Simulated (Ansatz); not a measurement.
Two members of one family ((CuH)n), computed with Ansatz in the gas phase. The two geometries come from different levels. A negative affinity means that the extra electron isn't bound at that geometry and level; within about 0.2 eV of zero the sign isn't settled. Binding counts from free atoms in the multiplicity of their measured ground term, without zero-point energy. A dash marks a value that wasn't run or was left out as unsound. The structures are stationary points that may keep the symmetry of their start. Remarks come from the PBE and PBE0 runs and from stability tests at other levels; not every state was tested. A HOMO above zero means that the electron is unbound at that level and held by the basis, or that self-interaction error raises the level; the energy of removing that electron tells which. HOMO above LUMO (over both spins in singlets and doublets, within one spin in higher multiplets; at PBE or PBE0), or a gap under 0.15 eV within one spin, warns that the state may not be the lowest or that an electron is smeared out.

First: (CuH)2 ring (singlet, charge 0, r2SCAN-D4/def2-TZVP geometry).

```xyz
4

Cu    0.5151    0.9352   -0.1208
H    -1.1787    0.6027   -0.3861
Cu   -0.5151   -0.9352    0.1208
H     1.1787   -0.6027    0.3861
```

| level | HOMO (eV) | LUMO (eV) | gap (eV) | vertical IE (eV) | vertical EA (eV) | binding per atom (eV) |
| --- | --- | --- | --- | --- | --- | --- |
| PBE-D4/def2-TZVP | -4.33 | -3.28 | 1.04 | 7.55 | – | 1.59 |
| r2SCAN-D4/def2-TZVPD | -4.50 | -2.98 | 1.52 | – | 1.10 | 1.68 |
| PBE0-D4/def2-SVP | -4.81 | -1.78 | 3.02 | – | – | 1.65 |
| PBE0-D4/def2-TZVP | -5.48 | -2.19 | 3.29 | 7.66 | – | 1.54 |
| PBE0-D4/def2-TZVPD | -5.57 | -2.25 | 3.32 | – | 0.80 | 1.55 |

Remarks: HOMO above zero (-1 doublet).

Second: (CuH)3 ring (singlet, charge 0, PBE-D4/def2-SVP geometry).

```xyz
6

Cu   -0.912    0.754    0.631
H    -0.194    1.826   -0.454
Cu    0.774    0.541   -0.952
H     1.287   -1.063   -0.889
Cu    0.138   -1.294    0.321
H    -1.092   -0.762    1.343
```

What does the change do? Estimate second minus first.


```
               level  Δ HOMO (eV)  Δ LUMO (eV)  Δ gap (eV)  Δ vertical IE (eV)  Δ vertical EA (eV)  Δ binding per atom (eV)
    PBE-D4/def2-TZVP        -0.91         1.23        2.13                0.76                   –                     0.50
r2SCAN-D4/def2-TZVPD        -0.77         1.24        2.00                   –               -1.01                     0.50
    PBE0-D4/def2-SVP        -1.34         1.10        2.44                   –                   –                     0.52
   PBE0-D4/def2-TZVP        -1.09         1.18        2.27                0.86                   –                     0.46
  PBE0-D4/def2-TZVPD        -1.02         1.03        2.05                   –               -0.86                     0.45
```

Remarks: gap within one spin near zero at PBE or PBE0 (+1 doublet), HOMO above zero (-1 doublet), gap within one spin near zero at PBE or PBE0 (-1 doublet), HOMO above LUMO (-1 doublet).
